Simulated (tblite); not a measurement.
A geometry optimisation, step by step.

Species: C4H10Ge2N2.
Bonds: C1–C2 (double), C2–Ge3, Ge3–N4, N4–Ge5, Ge5–C6, C6–C7, C7–N8 (triple). Hydrogens: H9, H10 on C1; H11 on C2; H12, H13 on Ge3; H14 on N4; H15, H16 on Ge5; H17, H18 on C6.

Computed with GFN2-xTB (tblite), gas phase: L-BFGS steps from a force-field or distance-geometry start until the largest atomic force falls under 0.01 eV/Å. 5 of its 158 geometries are shown.

Step 0: E = -632.8670 eV, largest atomic force 2.763 eV/Å
```
atom  x, y, z in Å  |  force x, y, z in eV/Å
C1     -3.087    0.113   -0.281   -0.280   0.158  -0.188
C2     -2.033   -0.516   -0.770    0.066  -0.066   0.202
Ge3    -0.752   -1.355    0.430   -0.010  -0.890   0.192
N4     -0.034   -0.078    1.582   -0.644   0.510  -0.184
Ge5     0.849    1.195    0.567   -0.482   0.844   0.522
C6      2.429    0.424   -0.271    1.077  -0.586   0.041
C7      3.265   -0.204    0.754    0.961  -0.731   1.032
N8      3.928   -0.703    1.572   -1.580   1.194  -1.926
H9     -3.795    0.580   -0.958   -0.057   0.032   0.345
H10    -3.276    0.174    0.794    0.009   0.003  -0.466
H11    -1.864   -0.571   -1.833   -0.079   0.054  -0.130
H12     0.362   -2.029   -0.395   -0.217   0.181   0.355
H13    -1.496   -2.438    1.265    0.406   0.438  -0.142
H14    -0.833    0.398    2.047    0.736  -0.507  -0.157
H15     1.283    2.374    1.480   -0.246  -0.436  -0.222
H16    -0.099    1.751   -0.524    0.307  -0.017   0.180
H17     3.014    1.230   -0.768   -0.269  -0.532   0.223
H18     2.129   -0.339   -1.018    0.302   0.350   0.322
```

Step 39: E = -633.2191 eV, largest atomic force 0.061 eV/Å
```
atom  x, y, z in Å  |  force x, y, z in eV/Å
C1     -3.221    0.073   -0.399   -0.007  -0.025  -0.024
C2     -2.170   -0.614   -0.815    0.014  -0.019   0.016
Ge3    -0.860   -1.390    0.422    0.046   0.024   0.032
N4     -0.001   -0.055    1.343   -0.012   0.011  -0.026
Ge5     0.912    1.317    0.591   -0.017  -0.029  -0.014
C6      2.503    0.491   -0.278    0.042  -0.032  -0.016
C7      3.281   -0.165    0.725   -0.010   0.006   0.035
N8      3.876   -0.676    1.558    0.038  -0.017   0.010
H9     -3.925    0.525   -1.083   -0.017   0.029   0.027
H10    -3.425    0.205    0.654   -0.011   0.000  -0.044
H11    -1.992   -0.724   -1.878   -0.010  -0.016   0.020
H12     0.184   -2.165   -0.342    0.002   0.045   0.011
H13    -1.448   -2.253    1.502   -0.044  -0.001  -0.005
H14    -0.399    0.143    2.247   -0.001  -0.011   0.000
H15     1.270    2.272    1.693    0.018   0.000   0.032
H16     0.119    2.049   -0.476    0.004  -0.011  -0.003
H17     3.123    1.229   -0.789   -0.028   0.032  -0.013
H18     2.165   -0.254   -1.001   -0.007   0.014  -0.037
```

Step 78: E = -633.2260 eV, largest atomic force 0.015 eV/Å
```
atom  x, y, z in Å  |  force x, y, z in eV/Å
C1     -3.284    0.047   -0.460    0.000   0.001  -0.003
C2     -2.218   -0.646   -0.824    0.007   0.004   0.001
Ge3    -0.912   -1.361    0.452    0.001  -0.003  -0.006
N4     -0.058   -0.006    1.334   -0.009  -0.003   0.012
Ge5     0.948    1.316    0.629    0.000   0.000  -0.010
C6      2.541    0.513   -0.274   -0.006   0.003   0.002
C7      3.348   -0.166    0.689   -0.007  -0.001  -0.003
N8      3.973   -0.698    1.486   -0.001  -0.003   0.005
H9     -3.989    0.452   -1.171    0.000   0.003  -0.003
H10    -3.499    0.242    0.580    0.006  -0.003   0.001
H11    -2.036   -0.822   -1.878    0.003  -0.002   0.002
H12     0.131   -2.158   -0.293   -0.003   0.000   0.008
H13    -1.525   -2.191    1.546    0.002   0.004  -0.005
H14    -0.285    0.084    2.310    0.013  -0.002  -0.002
H15     1.336    2.223    1.763   -0.001   0.005   0.005
H16     0.179    2.087   -0.424    0.000  -0.004   0.003
H17     3.133    1.291   -0.760   -0.005  -0.002  -0.005
H18     2.206   -0.201   -1.030    0.000   0.004  -0.002
```

Step 118: E = -633.2628 eV, largest atomic force 0.044 eV/Å
```
atom  x, y, z in Å  |  force x, y, z in eV/Å
C1     -3.172    0.087   -0.532    0.004  -0.011   0.007
C2     -2.103   -0.630   -0.837    0.000   0.012  -0.008
Ge3    -0.907   -1.347    0.529   -0.004  -0.011  -0.009
N4     -0.160    0.071    1.430    0.019  -0.029  -0.019
Ge5     0.859    1.344    0.636   -0.033   0.000   0.029
C6      2.437    0.540   -0.311    0.023  -0.015   0.000
C7      3.210   -0.189    0.641    0.004   0.006  -0.026
N8      3.792   -0.768    1.439   -0.010  -0.002   0.011
H9     -3.836    0.500   -1.278    0.016  -0.012   0.017
H10    -3.421    0.289    0.499   -0.018   0.035  -0.014
H11    -1.874   -0.832   -1.876    0.010   0.007   0.001
H12     0.148   -2.229   -0.112    0.003  -0.005   0.002
H13    -1.607   -2.132    1.605   -0.006  -0.003   0.017
H14     0.182   -0.198    2.342    0.001   0.013   0.020
H15     1.315    2.278    1.725   -0.016   0.004  -0.009
H16    -0.011    2.049   -0.369    0.020  -0.011  -0.001
H17     3.053    1.315   -0.768   -0.007   0.011  -0.001
H18     2.087   -0.143   -1.088   -0.005   0.010  -0.017
```

Step 157: E = -633.2711 eV, largest atomic force 0.008 eV/Å
```
atom  x, y, z in Å  |  force x, y, z in eV/Å
C1     -3.059    0.140   -0.582   -0.002   0.002  -0.001
C2     -2.026   -0.654   -0.810   -0.003  -0.004   0.000
Ge3    -0.942   -1.411    0.626    0.005  -0.002  -0.003
N4     -0.120   -0.008    1.481    0.001   0.000  -0.005
Ge5     0.800    1.312    0.652    0.002   0.002   0.000
C6      2.404    0.624   -0.349   -0.005   0.005   0.000
C7      3.172   -0.194    0.531   -0.001  -0.005  -0.004
N8      3.741   -0.850    1.278    0.002  -0.002   0.005
H9     -3.650    0.573   -1.376    0.003  -0.001  -0.003
H10    -3.355    0.393    0.424    0.002   0.005  -0.002
H11    -1.754   -0.896   -1.831   -0.002  -0.001  -0.002
H12     0.061   -2.400    0.065    0.000   0.006   0.006
H13    -1.737   -2.080    1.716    0.001  -0.007   0.001
H14     0.273   -0.273    2.373    0.002   0.004   0.004
H15     1.222    2.282    1.722   -0.001  -0.004   0.005
H16    -0.129    1.960   -0.336   -0.001   0.002   0.004
H17     3.012    1.457   -0.703    0.002   0.003  -0.006
H18     2.079    0.030   -1.206   -0.006  -0.002   0.001
```

Task: Summarise the path.

Result: The energy falls by 0.4041 eV from step 0 to step 157; nine tenths of that is first reached at step 91. It rises by more than 0.2 meV at steps 1, 89, 93, 96 and 99. The largest force goes from 2.763 to 0.008 eV/Å. Among the bonds Ge5–C6 changes most, from 1.947 to 2.012 Å; the atoms move by 0.470 Å rms after alignment.

Task: Follow the three bonds and two angles with the largest change from start to end.

Result: 
| step | E above end (eV) | largest force (eV/Å) | Ge5–C6 (Å) | Ge3–H13 (Å) | Ge5–H15 (Å) | Ge3–N4–Ge5 (°) | Ge5–N4–H14 (°) |
| --- | --- | --- | --- | --- | --- | --- | --- |
| 0 | 0.4041 | 2.763 | 1.947 | 1.557 | 1.554 | 108.4 | 107.3 |
| 7 | 0.1752 | 0.414 | 1.972 | 1.496 | 1.500 | 114.8 | 111.7 |
| 14 | 0.1002 | 0.266 | 1.999 | 1.496 | 1.504 | 118.3 | 114.9 |
| 20 | 0.0804 | 0.142 | 1.987 | 1.504 | 1.496 | 121.1 | 115.3 |
| 27 | 0.0662 | 0.093 | 1.994 | 1.505 | 1.508 | 124.0 | 114.4 |
| 34 | 0.0565 | 0.066 | 1.996 | 1.503 | 1.505 | 125.2 | 115.6 |
| 41 | 0.0508 | 0.067 | 1.993 | 1.503 | 1.506 | 125.4 | 114.8 |
| 48 | 0.0478 | 0.060 | 1.993 | 1.503 | 1.502 | 125.8 | 115.5 |
| 55 | 0.0466 | 0.022 | 1.997 | 1.503 | 1.503 | 126.4 | 115.6 |
| 61 | 0.0459 | 0.029 | 1.998 | 1.503 | 1.504 | 126.6 | 115.7 |
| 68 | 0.0453 | 0.015 | 1.998 | 1.504 | 1.503 | 127.5 | 115.9 |
| 75 | 0.0451 | 0.016 | 1.998 | 1.504 | 1.504 | 127.8 | 115.9 |
| 82 | 0.0448 | 0.031 | 2.001 | 1.503 | 1.504 | 127.9 | 116.2 |
| 89 | 0.0437 | 0.630 | 2.009 | 1.506 | 1.500 | 128.0 | 114.8 |
| 96 | 0.0378 | 1.056 | 2.007 | 1.506 | 1.507 | 124.9 | 113.3 |
| 102 | 0.0177 | 0.144 | 2.007 | 1.505 | 1.505 | 124.2 | 114.2 |
| 109 | 0.0108 | 0.068 | 2.009 | 1.504 | 1.504 | 123.9 | 112.8 |
| 116 | 0.0088 | 0.047 | 2.011 | 1.505 | 1.504 | 123.8 | 113.2 |
| 123 | 0.0063 | 0.047 | 2.012 | 1.504 | 1.505 | 123.3 | 113.0 |
| 130 | 0.0046 | 0.034 | 2.010 | 1.505 | 1.505 | 123.2 | 113.4 |
| 137 | 0.0037 | 0.035 | 2.010 | 1.503 | 1.504 | 123.2 | 113.8 |
| 143 | 0.0021 | 0.063 | 2.012 | 1.507 | 1.505 | 123.6 | 113.4 |
| 150 | 0.0004 | 0.040 | 2.011 | 1.506 | 1.505 | 124.7 | 113.5 |
| 157 | 0.0000 | 0.008 | 2.012 | 1.506 | 1.505 | 124.8 | 113.4 |

What follows is the cost of the whole relaxation. Time: 1.4 s. Hardware: one thread of an Arm Neoverse V1, no GPU, shared host with 64 logical CPUs at a one-minute load of 36.
